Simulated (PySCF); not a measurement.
## Zn: interval between two levels

Zn [Ar] 3d10 4s2 → Zn [Ar] 3d10 4s1 5s1 [3S1, M_J = 1], as a difference of total energies. All numbers are calculated (PySCF 2.14, the two-component X2C-1e Hamiltonian, in x2c-SVPall-2c with one added diffuse shell each of s, d type (6s5p4d1f, 48 functions)). Correlated levels: [Ne] frozen; the 6 highest virtual spinors dropped. "Screened" scales the spin-orbit matrix elements by Boettger's factors to mimic the two-electron term; Breit and QED terms are absent.

```json
{"method": "GHF (screened spin-orbit)", "interval between two levels (cm⁻¹)": "42198", "error (cm⁻¹)": "-11475"}
{"method": "GMP2 (screened spin-orbit)", "interval between two levels (cm⁻¹)": "50083", "error (cm⁻¹)": "-3590"}
```

Reference: 53672 cm⁻¹ (measured; NIST Handbook of Basic Atomic Spectroscopic Data (Sansonetti and Martin, J. Phys. Chem. Ref. Data 34, 1559 (2005))).

Errors of the correlated levels include the incompleteness of this basis and the frozen core.
